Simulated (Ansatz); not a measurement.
Reaction (redistribution): `[CH3][Al]([CH3])[F]` + `CC(C)O[Si]F` → `CC(C)[O][Al]([CH3])[F]` + `C[Si]F`

Isolated molecules relaxed with PBE0-D4/def2-TZVP in Ansatz; ΔE leaves out vibrations. CBS: MP2 limit from def2 TZ/QZ plus the TZ coupled-cluster correction, frozen cores. This one scheme is used for every species. Functionals use def2-TZVPP. One conformer a species, not always the lowest.

`[CH3][Al]([CH3])[F]`:

```xyz
10

C     1.242   -1.151   -0.458
Al   -0.351   -0.401    0.362
C    -0.976    1.431    0.196
F    -1.278   -1.412    1.295
H     1.401   -2.195   -0.179
H     1.179   -1.101   -1.551
H     2.135   -0.585   -0.175
H    -1.979    1.462   -0.241
H    -0.320    2.044   -0.426
H    -1.052    1.908    1.178
```

`CC(C)O[Si]F`:

Z-matrix (Å, degrees):
```
C
C 1 1.513
H 1 1.092 2 110.3
H 1 1.092 2 110.8 3 120.0
H 1 1.092 2 110.3 3 -119.9
C 2 1.513 1 112.7 3 60.1
O 2 1.431 1 108.4 3 180.0
H 2 1.095 1 109.5 3 -62.0
H 6 1.092 2 110.3 1 59.9
H 6 1.091 2 110.9 1 180.0
H 6 1.092 2 110.3 1 -60.0
Si 7 1.626 2 133.4 1 118.8
F 12 1.623 7 102.6 2 -0.0
```

`CC(C)[O][Al]([CH3])[F]`:

```xyz
17

C     1.778    1.530    0.125
C     1.106    0.325   -0.500
C     1.773   -0.975   -0.093
O    -0.254    0.330   -0.130
Al   -1.595   -0.669   -0.257
C    -3.286   -0.182    0.538
F    -1.456   -2.093   -1.089
H     1.739    1.460    1.215
H     2.826    1.594   -0.180
H     1.272    2.449   -0.177
H     1.169    0.419   -1.593
H     1.728   -1.096    0.994
H     1.277   -1.829   -0.560
H     2.823   -0.985   -0.393
H    -4.090   -0.209   -0.202
H    -3.560   -0.887    1.328
H    -3.250    0.818    0.973
```

`C[Si]F`:

Cartesian coordinates in Å:
```
C -0.224 0.419 -0.278
Si -0.294 -0.799 1.161
F 1.080 -1.601 0.855
H -1.081 1.096 -0.299
H 0.696 1.014 -0.212
H -0.178 -0.129 -1.227
```

```json
{"level": "ωB97X-V", "ΔE (kJ/mol)": "34.5"}
{"level": "CCSD/def2-TZVPP", "ΔE (kJ/mol)": "30.0"}
```

Q: What does CCSD(T)/CBS give? (An estimate is asked.)

A: Ansatz gave: +32.6 kJ/mol. The listed levels differ from it by 1.9, -2.6 kJ/mol.

Largest T1 diagnostic among the species: 0.014.

In def2-TZVPP, CCSD(T) changes the Hartree–Fock value by +4.3 kJ/mol (the triples alone add +2.0 kJ/mol) and MP2 by +7.4 kJ/mol.
